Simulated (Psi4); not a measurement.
HO2 (SMILES [O-]O), charge -1, singlet, geometry from GFN2-xTB (a gas-phase anion, which may not be bound at this level). Base run: Psi4 with CCSD(T)/cc-pVTZ.

The Psi4 input:
```
memory 2 GB

molecule mol {
-1 1
  O     0.054905    0.780938   -0.032516
  O     0.039871   -0.675866   -0.028069
  H    -0.758214   -0.840575    0.484680
}

set basis cc-pvtz
set reference rhf
set freeze_core true

energy('ccsd(t)')
print_variables()
```

Variants of this job, named by their change:

```json
[
 {"change": "base", "ΔE vs base (kcal/mol)": "0.000", "MP2 correlation (Eh)": "-0.49337", "basis functions": "74", "core-seconds (rough)": "10"},
 {"change": "method = fno-ccsd(t)", "ΔE vs base (kcal/mol)": "0.000", "MP2 correlation (Eh)": "-0.49337", "basis functions": "74", "core-seconds (rough)": "20"},
 {"change": "method = qcisd(t)", "ΔE vs base (kcal/mol)": "-0.288", "MP2 correlation (Eh)": "-0.49337", "basis functions": "74", "core-seconds (rough)": "20"},
 {"change": "method = mp3", "ΔE vs base (kcal/mol)": "14.47", "MP2 correlation (Eh)": "-0.49327", "basis functions": "74", "core-seconds (rough)": "5"},
 {"change": "method = ccsd", "ΔE vs base (kcal/mol)": "11.45", "MP2 correlation (Eh)": "-0.49337", "basis functions": "74", "core-seconds (rough)": "10"},
 {"change": "method = dlpno-mp2", "ΔE vs base (kcal/mol)": "14.66", "MP2 correlation (Eh)": "-0.49322", "basis functions": "74", "core-seconds (rough)": "4"},
 {"change": "method = mp4", "ΔE vs base (kcal/mol)": "-1.86", "MP2 correlation (Eh)": "-0.49337", "basis functions": "74", "core-seconds (rough)": "10"},
 {"change": "method = mp2", "ΔE vs base (kcal/mol)": "14.62", "MP2 correlation (Eh)": "-0.49327", "basis functions": "74", "core-seconds (rough)": "4"}
]
```

A gas-phase anion may not be bound at this level; its values then depend on the basis.
